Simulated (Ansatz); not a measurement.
C9H21NO (relaxed from a model of N-butyl-N-methylpyrrolidinium hydroxide, whose bonding it doesn't keep). Charge 0, multiplicity 1. Geometry PBE0-D4/def2-SVP; atoms count from 1.

```xyz
32

C    -0.585    4.122   -0.491
C    -0.382    2.902    0.394
C    -0.546    1.575   -0.340
C    -0.353    0.424    0.620
N    -0.369   -0.924   -0.088
C    -1.578   -1.157   -0.916
C    -0.273   -2.008    0.952
C     0.456   -3.147    0.272
C     1.550   -2.390   -0.474
C     0.875   -1.102   -0.942
H     0.129    4.129   -1.331
H    -0.446    5.060    0.068
H    -1.599    4.142   -0.924
H     0.621    2.922    0.852
H    -1.094    2.935    1.238
H     0.214    1.541   -1.146
H    -1.529    1.606   -0.869
H    -1.212    0.367    1.316
H     1.177    0.248    1.313
H    -2.463   -1.033   -0.278
H    -1.569   -2.167   -1.354
H    -1.611   -0.414   -1.721
H     0.354   -1.579    1.746
H    -1.279   -2.231    1.332
H    -0.202   -3.708   -0.413
H     0.853   -3.864    1.005
H     2.340   -2.108    0.238
H     1.993   -2.956   -1.305
H     0.568   -1.130   -1.996
H     1.513   -0.229   -0.765
O     2.117   -0.138    1.593
H     2.330    0.315    2.414
```

Question: Estimate the Mulliken populations of the heavy atoms from the PBE0/def2-TZVP orbitals of Ansatz.

Answer: 
| atom | charge (e) |
| --- | --- |
| C1 | -0.36 |
| C2 | -0.16 |
| C3 | -0.20 |
| C4 | -0.60 |
| N5 | 0.22 |
| C6 | -0.37 |
| C7 | -0.13 |
| C8 | -0.25 |
| C9 | -0.15 |
| C10 | -0.24 |
| O31 | -0.70 |
Mulliken values depend strongly on the basis.

Question: And the Mayer bond orders between heavy atoms (over 0.3)?

Answer: C1–C2 1.00 (1.52 Å); C2–C3 1.04 (1.53 Å); C3–C4 0.99 (1.51 Å); C4–N5 0.89 (1.52 Å); N5–C6 0.91 (1.48 Å); N5–C7 0.91 (1.50 Å); N5–C10 0.90 (1.52 Å); C7–C8 1.03 (1.51 Å); C8–C9 1.02 (1.53 Å); C9–C10 1.03 (1.53 Å).
